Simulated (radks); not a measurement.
Results of a calculation; reference values are marked as such.
Task: Spherical quantum dot in the effective-mass picture: electrons in a parabolic well V = omega^2 r^2 / 2 with omega = 0.527, all in effective atomic units (hartree* = m*/eps^2 hartree, bohr* = eps/m* bohr), one dielectric constant everywhere. Level of theory: non-relativistic Kohn-Sham, PBE, spin-polarised, spherical densities (a radial shooting solver with Libxc functionals). Levels are named by radial order and angular momentum (1s, 1p, 1d, 2s, ...), and open shells are averaged over m. Each electron was tried in the lowest free levels, single moves between levels near the top were tried too, and the lowest total energy was kept; such a search can miss a lower state. The series stops at N = 15: beyond it a trial failed or the search could not be trusted, so later rows were left out. Give the order in which the levels fill up to N = 15, the shell closures and the spin along the way.

Result: Shells are first occupied in the order 1s, 1p, 1d. Open shells at each N (closed shells left out): 1: 1s(up 1, down 0); 2: none; 3: 1p(up 1, down 0); 4: 1p(up 2, down 0); 5: 1p(up 3, down 0); 6: 1p(up 3, down 1); 7: 1p(up 3, down 2); 8: none; 9: 1d(up 1, down 0); 10: 1d(up 2, down 0); 11: 1d(up 3, down 0); 12: 1d(up 4, down 0); 13: 1d(up 5, down 0); 14: 1d(up 5, down 1); 15: 1d(up 5, down 2). All shells are closed at N = 2, 8 (there: 1s2 1p6). Largest 2S: 5, at N = 13.
